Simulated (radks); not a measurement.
All-electron atom: Nb+ in [Ar] 3d10 4s1 4p6 4d4 5d1 (not the ground configuration). Calculated with a radial shooting solver on a logarithmic mesh with Libxc functionals: Dirac Kohn-Sham, BLYP, spin-unpolarised, spherical densities, point nucleus; open shells fill j = l - 1/2 first.

X-ray form factor f0, the Fourier transform of the density (f0(0) = 40):

| sin(theta)/lambda (1/angstrom) | f0 (electrons) |
|---|---|
| 0.05 | 38.828 |
| 0.1 | 36.794 |
| 0.15 | 34.599 |
| 0.2 | 32.195 |
| 0.25 | 29.812 |
| 0.3 | 27.627 |
| 0.4 | 24.038 |
| 0.5 | 21.334 |
| 0.6 | 19.172 |
| 0.8 | 15.545 |
| 1 | 12.434 |
| 1.25 | 9.453 |
| 1.5 | 7.542 |
| 2 | 5.693 |
